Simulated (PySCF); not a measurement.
In(F)(Cl)(OH) (ClFHInO), SMILES [OH][In]([F])[Cl].

Coordinates come from a B3LYP-D3(BJ)/def2-SVP optimisation. The def2 effective core potentials stand for the cores of In; spin–orbit coupling is left out. One conformer was computed; it need not be the lowest.

Calculation: C-PCM-B3LYP/def2-SVP in PySCF.

The values are the electrostatic part of the solvation free energy, E(continuum) − E(gas) at the gas-phase geometry, in a cavity of scaled van der Waals radii (PySCF's table); cavitation and dispersion terms are not included. A continuum can't describe solvent molecules that bind to the metal. In vacuum the orbital gap is 5.74 eV. The dipole moment in vacuum is 1.46 D.

```json
[
 {"solvent": "water", "ε": "78.36", "ΔG(elec) (kcal/mol)": "-11.3", "dipole (D)": "1.89", "gap (eV)": "5.82"},
 {"solvent": "tetrahydrofuran", "ε": "7.43", "ΔG(elec) (kcal/mol)": "-9.7", "dipole (D)": "1.82", "gap (eV)": "5.81"},
 {"solvent": "N,N-dimethylformamide", "ε": "37.22", "ΔG(elec) (kcal/mol)": "-11.1", "dipole (D)": "1.88", "gap (eV)": "5.82"}
]
```
